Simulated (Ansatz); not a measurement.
C$_{2}$H$_{6}$Cu (charge +1), closed shell: a pair in one relaxed arrangement.

The input file, in.yaml:

```yaml
crystal:
  periodic: [false, false, false]
  atoms:
    - {symbol: Cu, position_ang: [0.542072, -0.309688, -2.339117]}
    - {symbol: C, position_ang: [-0.318752, 0.193092, -0.407583]}
    - {symbol: C, position_ang: [0.206478, -0.129518, 0.983459]}
    - {symbol: H, position_ang: [-0.579549, -0.773846, -0.924470]}
    - {symbol: H, position_ang: [-1.254981, 0.752838, -0.412945]}
    - {symbol: H, position_ang: [0.412311, 0.885192, -0.914221]}
    - {symbol: H, position_ang: [0.378741, 0.793510, 1.536967]}
    - {symbol: H, position_ang: [1.141680, -0.688260, 0.950495]}
    - {symbol: H, position_ang: [-0.527899, -0.723420, 1.527514]}
basis:
  gaussian: {orbitals: "def2-TZVPPD.json"}
total_charge: 1
hamiltonian: {xc: hse06, dispersion: d4}
```

The basis file named in the input lies beside it (Basis Set Exchange, JSON).

Command:

```bash
ansatz run in.yaml --threads 4 --pin off --events-out ev --progress --plain --max-ram 9574MiB
```

The run's output (Ansatz 0.2.0):

```
Functional definition: HSE06
  name "HSE06"
  cite "Heyd, Scuseria & Ernzerhof, J. Chem. Phys. 118, 8207 (2003) doi:10.1063/1.1564060"
  cite "Krukau, Vydrov, Izmaylov & Scuseria, J. Chem. Phys. 125, 224106 (2006) doi:10.1063/1.2404663"
  cite "Heyd & Scuseria, J. Chem. Phys. 120, 7274 (2004) doi:10.1063/1.1668634"
  cite "Ernzerhof & Perdew, J. Chem. Phys. 109, 3313 (1998) doi:10.1063/1.476928"
  cite "Perdew, Burke & Ernzerhof, Phys. Rev. Lett. 77, 3865 (1996) doi:10.1103/PhysRevLett.77.3865"
  parent pbe
  parameter a = 0.25
  parameter omega = 0.11/bohr
  # The whole range is PBE's own exchange, as in plane waves. The composition of these papers is wPBEh.
  exchange = pbe_x - a*pbe_x_sr(omega) + a*exact_x_sr(omega)
  correlation = pbe_c
1288 factors; their error is unknown
114 factors; integrals over basis functions are off by at most 2.8e-6 eV
mean field evaluation 1: about -46772.3008 eV, gradient 1.5e2 eV
mean field evaluation 2: about -46076.5957 eV, gradient 6.4e2 eV
mean field evaluation 4: about -46791.7557 eV, gradient 4.7e1 eV
mean field evaluation 8: about -46796.6119 eV, gradient 2.2e-1 eV
mean field evaluation 16: about -46796.7043 eV, gradient 5.3e-4 eV
mean field -46796.70425952 eV, -1719.7471615921 hartree, gradient 6.1e-5 eV, S^2 0.000000; 0 other end points of the search recorded, 0 dependent functions left out
reference -46796.70430605 eV, -1719.7471633019 hartree; 23, 23 occupied and 220, 220 virtual orbitals, 1288 factors
Total energy: -46796.79180373 eV, -1719.7503787823 hartree
```

The run took about 1.6 s on 4 CPU threads of an Intel Xeon 6975P-C (shared host).
